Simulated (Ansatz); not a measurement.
Harmonic vibrations of Ti2N2 by finite differences.

```yaml
crystal:
  periodic: [false, false, false]
  atoms:
    - {symbol: Ti, position_ang: [2.423678, -1.757488, -1.148999]}
    - {symbol: Ti, position_ang: [0.655286, -0.079260, -0.561072]}
    - {symbol: N, position_ang: [0.662745, -1.699474, -1.262461]}
    - {symbol: N, position_ang: [2.417491, -0.129777, -0.465168]}
basis:
  gaussian: {orbitals: def2-SVP}
hamiltonian: {xc: r2scan, dispersion: d4}
scf: {omitted_lower_state_checks: [starts]}
phonons: {temperatures: {t_min: 298.15, t_max: 900, t_step: 200}}
```

```sh
$ ansatz run in.yaml --threads 4 --pin off --events-out ev --progress --plain --max-ram 3916MiB
```

Output, abridged:

```
Functional definition: r2SCAN
mean field -49198.73575739 eV, -1808.0201909833 hartree, gradient 5.8e-5 eV, S^2 0.000000; 0 other end points of the search recorded, 0 dependent functions left out
mean field -49198.73566335 eV, -1808.0201875273 hartree, gradient 1.9e-6 eV, S^2 0.000000; 0 other end points of the search recorded, 0 dependent functions left out
mean field -49198.73566646 eV, -1808.0201876418 hartree, gradient 3.0e-6 eV, S^2 0.000000; 0 other end points of the search recorded, 0 dependent functions left out
mean field -49198.73568090 eV, -1808.0201881721 hartree, gradient 2.1e-6 eV, S^2 0.000000; 0 other end points of the search recorded, 0 dependent functions left out
mean field -49198.73567251 eV, -1808.0201878641 hartree, gradient 1.9e-6 eV, S^2 0.000000; 0 other end points of the search recorded, 0 dependent functions left out
mean field -49198.73573927 eV, -1808.0201903172 hartree, gradient 2.8e-6 eV, S^2 0.000000; 0 other end points of the search recorded, 0 dependent functions left out
mean field -49198.73574901 eV, -1808.0201906753 hartree, gradient 9.3e-7 eV, S^2 0.000000; 0 other end points of the search recorded, 0 dependent functions left out
mean field -49198.73566700 eV, -1808.0201876615 hartree, gradient 1.9e-6 eV, S^2 0.000000; 0 other end points of the search recorded, 0 dependent functions left out
mean field -49198.73566249 eV, -1808.0201874959 hartree, gradient 1.9e-6 eV, S^2 0.000000; 0 other end points of the search recorded, 0 dependent functions left out
mean field -49198.73567833 eV, -1808.0201880779 hartree, gradient 1.9e-6 eV, S^2 0.000000; 0 other end points of the search recorded, 0 dependent functions left out
mean field -49198.73567684 eV, -1808.0201880230 hartree, gradient 2.1e-6 eV, S^2 0.000000; 0 other end points of the search recorded, 0 dependent functions left out
mean field -49198.73573712 eV, -1808.0201902385 hartree, gradient 9.3e-7 eV, S^2 0.000000; 0 other end points of the search recorded, 0 dependent functions left out
mean field -49198.73574971 eV, -1808.0201907009 hartree, gradient 2.7e-6 eV, S^2 0.000000; 0 other end points of the search recorded, 0 dependent functions left out
mean field -49198.73569245 eV, -1808.0201885966 hartree, gradient 1.4e-6 eV, S^2 0.000000; 0 other end points of the search recorded, 0 dependent functions left out
mean field -49198.73566776 eV, -1808.0201876894 hartree, gradient 1.4e-6 eV, S^2 0.000000; 0 other end points of the search recorded, 0 dependent functions left out
mean field -49198.73570174 eV, -1808.0201889381 hartree, gradient 1.9e-6 eV, S^2 0.000000; 0 other end points of the search recorded, 0 dependent functions left out
mean field -49198.73568422 eV, -1808.0201882941 hartree, gradient 1.9e-6 eV, S^2 0.000000; 0 other end points of the search recorded, 0 dependent functions left out
mean field -49198.73575480 eV, -1808.0201908882 hartree, gradient 2.1e-6 eV, S^2 0.000000; 0 other end points of the search recorded, 0 dependent functions left out
mean field -49198.73573195 eV, -1808.0201900482 hartree, gradient 2.8e-6 eV, S^2 0.000000; 0 other end points of the search recorded, 0 dependent functions left out
mean field -49198.73566697 eV, -1808.0201876604 hartree, gradient 1.2e-6 eV, S^2 0.000000; 0 other end points of the search recorded, 0 dependent functions left out
mean field -49198.73569305 eV, -1808.0201886188 hartree, gradient 1.3e-6 eV, S^2 0.000000; 0 other end points of the search recorded, 0 dependent functions left out
mean field -49198.73567881 eV, -1808.0201880954 hartree, gradient 1.9e-6 eV, S^2 0.000000; 0 other end points of the search recorded, 0 dependent functions left out
mean field -49198.73570621 eV, -1808.0201891023 hartree, gradient 1.9e-6 eV, S^2 0.000000; 0 other end points of the search recorded, 0 dependent functions left out
mean field -49198.73574367 eV, -1808.0201904790 hartree, gradient 2.8e-6 eV, S^2 0.000000; 0 other end points of the search recorded, 0 dependent functions left out
mean field -49198.73574420 eV, -1808.0201904986 hartree, gradient 1.6e-6 eV, S^2 0.000000; 0 other end points of the search recorded, 0 dependent functions left out
Total energy: -49198.76519489 eV, -1808.0212727914 hartree
Atom 0 at     2.423678    -1.757488    -1.148999 Å, force    -0.003386     0.004281    -0.001138 eV/Å
Atom 1 at     0.655286    -0.079260    -0.561072 Å, force     0.003718    -0.002326    -0.003442 eV/Å
Atom 2 at     0.662745    -1.699474    -1.262461 Å, force     0.008071     0.006324     0.006004 eV/Å
Atom 3 at     2.417491    -0.129777    -0.465168 Å, force    -0.008403    -0.008279    -0.001424 eV/Å
Dipole moment:    -0.000583    -0.003427     0.008028 e Å
Vibrations: 81.09 504.49 581.50 727.45 829.29 892.29 cm⁻¹, zero-point energy 0.224171 eV
Checks for a lower state left out: starts
```

Hardware: 4 threads of Arm Neoverse V2 on a shared host. Wall time 39 s.

The restricted singlet is unstable towards broken spin symmetry at other levels; at r2SCAN-D4/def2-SVP this wasn't settled. At PBE0-D4/def2-TZVP a triplet of charge 0 lies 0.45 eV below the restricted singlet, each at its own geometry. The structure comes from a short search, and lower isomers may exist.
